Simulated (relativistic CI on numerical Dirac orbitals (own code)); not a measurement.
## Ru+: 4s photoemission

Computed with this model: Dirac-Coulomb-Breit CI, KLI orbitals optimised for each configuration, model QED (radiative potential, 1s self-energy scaled to tabulated hydrogen-like ionisation energies), valence Slater integrals scaled by 0.7, multiplet model of photoemission in the sudden approximation; configurations [Kr] 4d7 → [Ar] 3d10 4s 4p6 4d7; 80 K; Lorentzian 1.4 eV and Gaussian 0.6 eV FWHM. Energies are those of the free ion, without screening or charge transfer. The energies are binding energies and can lie tens of eV above those of solids. Without intra-shell correlation the exchange splitting of an s hole comes out too large, often by half or more. S is read from ⟨S²⟩ = S(S + 1).

Field parameters in Wybourne normalisation: D4h B²₀ = −7Ds, B⁴₀ = 21(Dq − Dt), B⁴₄ = 21√(5/14) Dq. The field is a parameter set, without covalency.

free ion: ground-state S = 1.48, centroid 97.10 eV. Peaks (eV, height): 95.4 (100), 100.0 (58).

D4h, 10Dq = 22350, Ds = 740, Dt = -300 cm⁻¹: ground-state S = 0.51, centroid 97.29 eV. Peaks (eV, height): 96.8 (100), 98.8 (43).

Strongest unbroadened transitions for free ion:

```csv
Energy (eV),Relative strength
95.38,100.0
95.54,14.8
97.84,0.4
97.91,1.2
98.37,0.0
98.42,0.0
99.98,57.3
100.38,8.8
```
